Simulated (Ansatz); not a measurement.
Ansatz results at the PBE0-D4/def2-TZVP geometry: LUMO energy (PBE/def2-TZVPP) -1.34 eV; HOMO energy (B3LYP/def2-TZVPP) -8.35 eV; LUMO energy (B3LYP/def2-TZVPP) -0.54 eV.

Each molecule was computed in one conformer, which needn't be the lowest.

(1) Which molecule gave them?
A. `B[SiH2]C(O)F`
B. `FC[SiH2][NH][AlH2]`
C. `O=CB(O)[SiH3]`
D. `CBO[SiH2]F`

Results:

(1) D. The others give `B[SiH2]C(O)F`: -3.44, -7.99, -2.63; `O=CB(O)[SiH3]`: -3.77, -7.28, -2.96; `FC[SiH2][NH][AlH2]`: -1.47, -6.88, -0.69.

B3LYP here is the variant with VWN-RPA as its local correlation; programs differ in this.
